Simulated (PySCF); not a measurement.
**Radial density of Mo (molybdenum, neutral)**

M06-2X, [Kr] 4d5 5s1, high-spin 7S determinant. All numbers are calculated (PySCF 2.14, scalar relativity through the core potential, in aug-cc-pVDZ-PP with ECP28MDF (5s5p4d2f, 54 functions)). This is the valence pseudo-density: the core potential removes the inner electrons and smooths the orbitals near the nucleus.

```tsv
r (bohr)	4πr²ρ (e/bohr)	4πr²(ρα − ρβ)
0.0438	2.372e-05	0.0000
0.0737	7.052e-05	0.0000
0.124	0.0003639	0.0001
0.208	0.004307	0.0011
0.351	0.1013	0.0242
0.590	2.412	0.3857
0.992	10.66	2.0752
1.67	5.885	2.6902
2.81	1.400	1.2852
4.72	0.2343	0.2341
7.94	0.007820	0.0078
```

Energies and moments cover only the electrons outside the core potential.
